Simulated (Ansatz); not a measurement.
CH6BNSi can be A, `CB1N[SiH2]1`, or B, `BN1C[SiH2]1`.

Gas-phase electronic energies from Ansatz, PBE0-D4/def2-TZVP geometries. CBS: MP2 limit from def2 TZ/QZ plus the TZ coupled-cluster correction, frozen cores. Functionals use def2-TZVPP. B3LYP here is the variant with VWN-RPA as its local correlation; programs differ in this.

**Question.** Which is lower in electronic energy at CCSD(T)/CBS, and by how much? (An estimate is asked.)

**Answer.** The calculation gave: A, by 18.6 kcal/mol.

**Question.** Give E(B) − E(A) in kcal/mol with LDA (SPW92), BLYP-D4, CCSD(T)/def2-TZVPP, B3LYP, B2PLYP, CCSD/def2-TZVPP, B3LYP-D4. (Best estimate.)

**Answer.** Ansatz gave: LDA (SPW92) 21.1, BLYP-D4 16.7, CCSD(T)/def2-TZVPP 18.3, B3LYP 17.7, B2PLYP 17.6, CCSD/def2-TZVPP 17.9, B3LYP-D4 17.2. None reverses the order clearly.

**Question.** Does the order hold for the free energy at 298.15 K (harmonic terms from PBE0-D4)? (An estimate is asked.)

**Answer.** Computed: Yes: G(B) − G(A) = +17.6 kcal/mol.

Largest T1 diagnostic: 0.014.

Leaving LDA and LC-ωPBE aside and taking each functional with its dispersion term where it has one, the values, not all of them listed here, spread over 4.2 kcal/mol, from BLYP-D4 to B97M-V. LDA lies +0.9 kcal/mol from PBE without D4. At CCSD(T), def2-SVP lies +1.3 kcal/mol from the extrapolated value and def2-TZVPP −0.3 kcal/mol.
